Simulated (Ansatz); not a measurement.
Ge(eta1-allyl)H3 (C₃H₈Ge), relaxed as a singlet with RKS r2SCAN-D4/def2-SVP in Ansatz, starting from the GFN2-xTB geometry. Force threshold 0.02 eV/Å.

Another isomer (singlet) lies 0.17 eV lower at PBE0-D4/def2-TZVP; other spin states weren't run for this one.

Start:

```xyz
12

C     0.5359    0.6423   -0.0161
C    -0.0789   -0.1504   -1.1138
C    -1.2711    0.0846   -1.6318
Ge    0.5719   -0.3966    1.6719
H     1.5635    0.9082   -0.2744
H    -0.0214    1.5659    0.1477
H     0.5129   -0.9839   -1.4742
H    -1.8823    0.9057   -1.2930
H    -1.6832   -0.5268   -2.4165
H     1.3401   -1.6701    1.5121
H    -0.8082   -0.7616    2.1132
H     1.2207    0.3827    2.7748
```

| step | energy (eV) | largest force component (eV/Å) | SCF passes |
| --- | --- | --- | --- |
| 1 | -59747.1314 | 0.790 | 18 |
| 2 | -59747.2209 | 0.256 | 20 |
| 3 | -59747.2253 | 0.078 | 20 |
| 4 (rejected) | -59747.2244 | 0.268 | 20 |
| 5 | -59747.2258 | 0.057 | 20 |
| 6 | -59747.2265 | 0.043 | 20 |
| 7 | -59747.2267 | 0.025 | 21 |
| 8 | -59747.2269 | 0.019 | 19 |

Force components are those of the run's own axes.

End:

```tsv
atom	x (Å)	y (Å)	z (Å)
C1	0.5380	0.6450	-0.0002
C2	-0.0667	-0.1383	-1.1170
C3	-1.2831	0.0639	-1.6421
Ge4	0.5708	-0.3933	1.6796
H5	1.5832	0.9213	-0.2219
H6	-0.0232	1.5746	0.1904
H7	0.5415	-0.9664	-1.5090
H8	-1.9313	0.8734	-1.2875
H9	-1.6673	-0.5706	-2.4454
H10	1.3047	-1.7248	1.4471
H11	-0.8693	-0.6840	2.1284
H12	1.3025	0.3992	2.7775
```

By distances, no bond broke or formed. The bond that changes most is Ge4–H10, from 1.50 to 1.54 Å (atoms count from 1).

No frequencies were taken in this run, so the end may be a saddle point.

Run time 22 s (2 threads of Arm Neoverse V1 on a shared host).
